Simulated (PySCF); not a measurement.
NICS in rings of unrelated molecules.

Definitions: NICS(0) = −σiso at the ring centroid; NICS(1) = −σiso and NICS(1)zz = −σzz at ±1 Å along the ring normal z. Level: GIAO PBE0/pcSseg-1 (PySCF, non-relativistic, gas phase) on the GFN2-xTB geometries, one conformer each. Atom numbers follow the mapped SMILES.

Task: Order these rings by mean NICS(1)zz, lowest (most negative) first (ppm).
A. ring C4–C5–C6–C7–C8–P10 in `[CH3:1][CH:2]([CH3:3])[c:4]1[cH:5][cH:6][cH:7][c:8]([F:9])[p:10]1`
B. ring C3–N4–N5–N7–C8 in `[CH3:1][O:2][c:3]1[n:4][n:5]([CH3:6])[n:7][c:8]1[CH3:9]`
C. ring C5–C6–C7–C8–C9–C11 in `[F:1][CH2:2][CH2:3][CH2:4][C+:5]1[CH:6]=[CH:7][CH:8]=[C:9]([F:10])[CH2:11]1` (charge +1)
D. ring C2–N3–N4–N6–C7 in `[CH3:1][c:2]1[n:3][n:4]([CH3:5])[n:6][c:7]1[SiH3:8]`
E. ring P4–C5–C6–C7–C9–C10 in `[CH3:1]/[CH:2]=[CH:3]\[P:4]1[CH:5]=[CH:6][CH:7]([F:8])[CH:9]=[CH:10]1`
F. ring N3–N4–N5–C6–C7 in `[CH3:1][CH2:2][n:3]1[n:4][n:5][cH:6][c:7]1[SiH3:8]`
G. ring C4–C5–Si6–O7–Si8 in `[CH3:1][CH:2]([CH3:3])[C@@H:4]1[CH2:5][SiH2:6][O:7][Si@@H:8]1[Cl:9]`

Result: F (-34.3), D (-32.1), B (-28.1), A (-24.8), C (-9.3), E (-5.0), G (-1.5).

```csv
SMILES,ring,NICS(0),NICS(1),NICS(1)zz,HOMA,rms pucker (Å),ring atoms with four or more neighbours
CCn1nncc1[SiH3],5-membered ring with 3 N; formal bonds all aromatic,-13.1,-13.5,-34.3,0.96,0.00,0
Cc1nn(C)nc1[SiH3],5-membered ring with 3 N; formal bonds all aromatic,-12.3,-13.2,-32.1,0.97,0.00,0
COc1nn(C)nc1C,5-membered ring with 3 N; formal bonds all aromatic,-12.4,-12.1,-28.1,0.96,0.00,0
CC(C)c1cccc(F)p1,6-membered ring with P; formal bonds all aromatic,-8.8,-10.5,-24.8,0.91,0.00,0
FCCC[C+]1C=CC=C(F)C1,"6-membered carbocycle; formal bonds 2 double, 4 single",-0.4,-5.1,-9.3,–,0.00,1
C/C=C\P1C=CC(F)C=C1,"6-membered ring with P; formal bonds 2 double, 4 single",-4.4,-4.9,-5.0,–,0.26,1
CC(C)[C@@H]1C[SiH2]O[Si@@H]1Cl,5-membered ring with O and 2 Si; formal bonds all single,-5.1,-3.1,-1.5,–,0.14,4
```

NICS(0) gives another order. The isotropic NICS(1) gives the same order. Over the 4 rings with a HOMA value its correlation coefficient with NICS(1)zz is -0.85. HOMA uses Krygowski's 1993 parameters; it is left out where a ring has a four-coordinate atom, a triple bond, no multiple bond or a kind of bond without parameters. NICS(1) and NICS(1)zz are means over the two faces.
